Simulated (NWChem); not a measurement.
# LaCl₂ cation; SMILES [La+]([Cl])[Cl]

```xyz
3

La     0.0000     0.0000     0.5492
Cl     2.0296     0.0000    -0.9207
Cl    -2.0296     0.0000    -0.9207
```
Atoms are numbered in this order, from 1.

Geometry: optimised at PBE0/def2-SVP. This spin state was assumed; another may lie lower. def2 effective core potentials on La; no spin-orbit coupling.

Symmetry labels are those of C2v in the frame above (b1 and b2, or b-type labels, depend on it).

Task: List the 4 lowest vertical singlet excitations and the 4 lowest triplet ones from PBE/def2-SVP with def2 effective core potentials on La, full TDDFT (NWChem).

Result: 
```
state  energy (eV)  oscillator strength  symmetry  leading excitation (squared amplitude)
-----  -----------  -------------------  --------  --------------------------------------
S1            3.83                0.001        b1                      HOMO → LUMO (1.00)
S2            4.13                0.000        a2                    HOMO → LUMO+1 (1.00)
S3            4.21                0.010        b2                    HOMO−1 → LUMO (0.99)
S4            4.29                0.000        a1                    HOMO−2 → LUMO (0.97)
T1            3.81       spin-forbidden        b1                      HOMO → LUMO (1.00)
T2            4.07       spin-forbidden        a2                    HOMO → LUMO+1 (1.00)
T3            4.12       spin-forbidden        b2                    HOMO−1 → LUMO (1.00)
T4            4.23       spin-forbidden        a1                    HOMO−2 → LUMO (0.96)
```
